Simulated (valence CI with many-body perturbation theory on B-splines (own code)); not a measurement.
# From CI to CI+MBPT in K XIV

Computed by configuration interaction combined with many-body perturbation theory (CI+MBPT): four valence electrons over a frozen Dirac-Fock core [He], a basis of 11 s, 11 p, 9 d, 7 f, 5 g, 2 h, 1 i functions for each j, with the one-electron correlation potential Σ1 (screened to all orders), the two-electron term Σ2, the three-electron term Σ3, Breit, model QED; selected single and double excitations, second order for the rest (own B-spline code, finite nucleus).

No measured levels were compared; by estimate levels of excited configurations hold to 0.05 to 0.15 % of their energy, terms of the ground configuration to about 0.5 %.

Each rung adds one term. CI alone is the Dirac-Coulomb CI over the frozen core; QED comes last and gives the full result, which names the levels. Energies are above 2s2.2p2 3P_0 on the same rung, in eV.

| Level | CI alone | + Σ1 | + Σ2 | + Σ3 | + Breit | Full |
| --- | --- | --- | --- | --- | --- | --- |
| 2s2.2p2 3P_1 | 1.71 | 1.72 | 1.72 | 1.72 | 1.64 | 1.64 |
| 2s2.2p2 3P_2 | 3.73 | 3.74 | 3.73 | 3.73 | 3.49 | 3.50 |
| 2s2.2p2 1D_2 | 12.11 | 12.12 | 12.15 | 12.12 | 11.90 | 11.91 |
| 2s2.2p2 1S_0 | 22.27 | 22.28 | 22.39 | 22.34 | 22.21 | 22.22 |
| 2s.2p3 5S°_2 | 31.48 | 31.34 | 31.29 | 31.32 | 31.19 | 31.06 |
| 2s.2p3 3D°_2 | 57.34 | 57.20 | 57.13 | 57.10 | 57.01 | 56.88 |
| 2s.2p3 3D°_1 | 57.40 | 57.26 | 57.19 | 57.16 | 57.10 | 56.97 |
| 2s.2p3 3D°_3 | 57.76 | 57.62 | 57.55 | 57.52 | 57.28 | 57.16 |
| 2s.2p3 3P°_0 | 67.03 | 66.90 | 66.86 | 66.82 | 66.78 | 66.65 |
| 2s.2p3 3P°_1 | 67.17 | 67.04 | 67.00 | 66.95 | 66.86 | 66.73 |
| 2s.2p3 3P°_2 | 67.45 | 67.31 | 67.27 | 67.23 | 67.09 | 66.97 |
| 2s.2p3 1D°_2 | 84.69 | 84.55 | 84.31 | 84.22 | 84.04 | 83.92 |
| 2s.2p3 3S°_1 | 84.92 | 84.78 | 84.40 | 84.29 | 84.20 | 84.07 |
| 2s.2p3 1P°_1 | 94.38 | 94.25 | 94.03 | 93.92 | 93.80 | 93.68 |
| 2p4 3P_2 | 128.75 | 128.47 | 128.13 | 128.04 | 128.00 | 127.74 |
| 2p4 3P_1 | 131.32 | 131.05 | 130.70 | 130.61 | 130.54 | 130.29 |
| 2p4 3P_0 | 132.02 | 131.75 | 131.40 | 131.31 | 131.22 | 130.97 |
| 2p4 1D_2 | 138.55 | 138.28 | 137.98 | 137.89 | 137.76 | 137.51 |
| 2p4 1S_0 | 156.55 | 156.29 | 156.00 | 155.89 | 155.89 | 155.65 |

**Question.** How does the ionisation energy move along the ladder, and which term matters most?

**Answer.** CI alone 786.92, + Σ1 787.19, + Σ2 787.17, + Σ3 787.11, + Breit 786.81, + QED 786.82 eV. The largest step is Breit, -0.31 eV. NIST lists 786.3 ± 0.3 eV (semi-empirical).
